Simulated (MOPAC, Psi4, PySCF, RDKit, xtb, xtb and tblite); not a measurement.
Two geometries of SMILES CC([SiH2][SiH2]C)C (C4H14Si2), relaxed at GFN2-xTB with one dihedral held; other torsions can differ between them too.

Structure A

```
20

C      3.4416    -0.0955     0.1303
Si     1.6756    -0.5757    -0.3784
Si     0.1686     0.8307     0.6798
C     -1.6680     0.4313     0.2683
C     -1.8053    -0.7497    -0.6891
C     -2.4771     0.1645     1.5343
H      4.1840    -0.7281    -0.3471
H      3.6614     0.9325    -0.1435
H      3.5781    -0.1825     1.2045
H      1.6165    -0.5102    -1.8482
H      1.5024    -1.9997    -0.0449
H      0.3814     2.2499     0.3406
H      0.3083     0.7810     2.1461
H     -2.1080     1.3048    -0.2247
H     -1.2752    -0.5635    -1.6211
H     -2.8537    -0.9316    -0.9267
H     -1.4002    -1.6569    -0.2438
H     -2.0903    -0.7076     2.0584
H     -2.4314     1.0159     2.2095
H     -3.5234    -0.0230     1.2929
```

Structure B

```
20

C      3.4386    -0.0846     0.0934
Si     1.6607    -0.5976    -0.3345
Si     0.1718     0.8097     0.7446
C     -1.6534     0.4438     0.2828
C     -1.8761    -1.0263    -0.0593
C     -2.6059     0.8786     1.3916
H      4.1696    -0.7244    -0.3919
H      3.6381     0.9367    -0.2183
H      3.6145    -0.1388     1.1640
H      1.5417    -0.5750    -1.8025
H      1.5160    -2.0128     0.0448
H      0.3904     2.2436     0.4839
H      0.2757     0.6774     2.2097
H     -1.9015     1.0275    -0.6115
H     -1.2534    -1.3319    -0.8981
H     -2.9180    -1.2066    -0.3250
H     -1.6342    -1.6596     0.7928
H     -2.4250     0.3025     2.2969
H     -2.4697     1.9320     1.6264
H     -3.6437     0.7262     1.0951
```

Task: Which is lower in energy at the level B3LYP-D3(BJ)/def2-SVP // GFN2-xTB (Psi4), and by how much?

Result: B is lower, by 4.72 kJ/mol (dihedral Si2–Si3–C4–C5: 0° in A, 30° in B).

E(B) − E(A) in kJ/mol at the other levels, on the same two geometries: GFN2-xTB (xtb and tblite) -3.12; MMFF94 // GFN2-xTB (RDKit) -4.85; B3LYP/def2-SVP // GFN2-xTB (Psi4) -5.04; PBE/def2-SVP // GFN2-xTB (Psi4) -4.97; PBE-D3(BJ)/def2-SVP // GFN2-xTB (Psi4) -4.79; UFF // GFN2-xTB (RDKit) -5.26; AM1, restricted, heats of formation // GFN2-xTB (MOPAC) -3.09; PM6, restricted, heats of formation // GFN2-xTB (MOPAC) -2.24; GFN1-xTB // GFN2-xTB (xtb) -3.72; restricted B3LYP/6-31G*, spherical d, density fitting // GFN2-xTB (PySCF) -4.44; restricted MP2 (frozen core)/3-21G // GFN2-xTB (PySCF) -4.75; restricted M06-2X/6-31G*, spherical d, density fitting // GFN2-xTB (PySCF) -4.25; restricted BP86/6-31G*, spherical d, density fitting // GFN2-xTB (PySCF) -4.44.

MMFF94 has few fitted parameters for silicon.
